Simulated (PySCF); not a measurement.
## Exercise with solution: refractive index and permittivity of the vapour

3-silylpropylsilane (C3H12Si2), SMILES [SiH3]CCC[SiH3].

Coordinates come from a ωB97X-D3(BJ)/def2-SVP optimisation. Other conformers were not sampled.

CAM-B3LYP/def2-TZVP (PySCF) gives a mean static polarisability of 89.3 bohr³ and a dipole moment of 1.00 D. Take an ideal gas at 298.15 K and 1 bar, whether or not the substance is that volatile.

Question: Work out n − 1 in the optical limit and the static ε − 1.

Answer: 
Polarisability volume α' = 89.3 × 0.148185 = 13.23 Å³. Number density N = p/kT = 2.43e-5 Å⁻³.
Dilute limit of Lorentz–Lorenz: n − 1 = 2π N α' = 0.0020.
Orientation term of Debye: μ²/(3kT) = 8.098 Å³ × μ²(D²) = 8.10 Å³.
ε − 1 = 4π N (α' + μ²/3kT) = 0.0065. Orientation of the dipole supplies 38 % of the static response; it can't follow optical fields. Vibrational polarisation and dispersion are left out.
